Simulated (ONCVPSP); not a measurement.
**zinc, ONCV: configuration errors across variants**

zinc, optimised norm-conserving Vanderbilt (ONCV), made with ONCVPSP 4.0.1 (LDA (Perdew-Zunger), fully relativistic). Core [Ne], reference 3s2 3p6 3d10 4s2. Waves: 3s+4s: rc 1.10 bohr, ncon 5, nbas 8, qcut 11.7 1/bohr, 3 projectors, debl 1.5 Ha; 3p: rc 1.10 bohr, ncon 5, nbas 8, qcut 11.5 1/bohr, 2 projectors, debl 2.2 Ha; 3d: rc 1.00 bohr, ncon 4, nbas 8, qcut 18.7 1/bohr, 2 projectors, debl 1.7 Ha. Local part: polynomial inside 0.80 bohr (lpopt 1, dvloc0 1 Ha). Core correction: Teter function, fcfact 3, rcfact 1.4.

Open shells are filled in proportion to 2j + 1.

In the p channel the program set the typed energies aside and used -3.022, 0.250 Ha (j = l + 1/2; the other j can differ).

All-electron excitation energies from the reference (eV): (1) 3s2 3p6 3d10 4s1 10.191; (2) 3s2 3p6 3d10 4s0 28.960; (3) 3s2 3p6 3d9 4s0 69.850; (4) 3s2 3p6 3d8 4s0 131.997.

A true bound ghost makes a file unfit for plane-wave use even where its test errors are small: the radial tests pick states by their node count and pass the ghost by.

Errors AE − PS in meV (a dash: test not solved or not reliable):

| change | (1) | (2) | (3) | (4) | bound ghosts | GHOST(+) flags above zero |
| --- | --- | --- | --- | --- | --- | --- |
| base | +0.9 | +4.0 | +1.0 | +24 | none | s |
| s: debl 0.3 | +0.9 | +4.0 | +1.0 | +24 | s | s |
| s: debl 0.45 | +0.9 | +4.0 | +1.0 | +24 | s | s |
| s: debl 0.75 | +0.9 | +4.0 | +1.0 | +24 | s | none |
| s: debl 1.3 | +0.9 | +4.0 | +1.0 | +24 | none | s |
| s: debl 1.7 | +0.9 | +4.0 | +1.0 | +24 | none | s |
| s: debl 5 | +0.9 | +4.0 | +1.0 | +24 | none | none |

Problem. Give the same row for: s: debl 2.6.

Solution. +0.9, +4.0, +1.0, +24; bound ghosts: none; GHOST(+) flags above zero: s.
